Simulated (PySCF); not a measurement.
# Ionisation energy of Ge by level of theory

Ge [Ar] 3d10 4s2 4p2 (3P) → Ge⁺ [Ar] 3d10 4s2 4p1 (2P), as a difference of total energies. Calculation: PySCF 2.14, in aug-cc-pVTZ-DK; scalar relativity by spin-free X2C-1e. Correlated levels: valence: [Ar] 3d10 frozen. The calculations carry no spin-orbit coupling.

```csv
method,ionisation energy (eV),plus first-order spin-orbit estimate,error of that sum (eV)
UHF,7.403,7.375,-0.524
LDA,8.008,7.980,+0.081
PBE,7.882,7.855,-0.044
PBE0,7.915,7.888,-0.011
r2SCAN,8.039,8.012,+0.113
wB97X-V,7.727,7.700,-0.199
M06-2X,7.725,7.697,-0.202
MN15,7.939,7.912,+0.013
r2SCAN0,8.034,8.006,+0.107
MP2 (valence),7.757,7.730,-0.169
SCS-MP2 (valence),7.680,7.652,-0.247
```

Reference: 7.899 eV (measured; NIST Atomic Spectra Database, ionization energies).

A first-order spin-orbit estimate (lowest level to lowest level, LS coupling) adds -0.028 eV.

Errors of the correlated levels include the incompleteness of this basis and the frozen core.
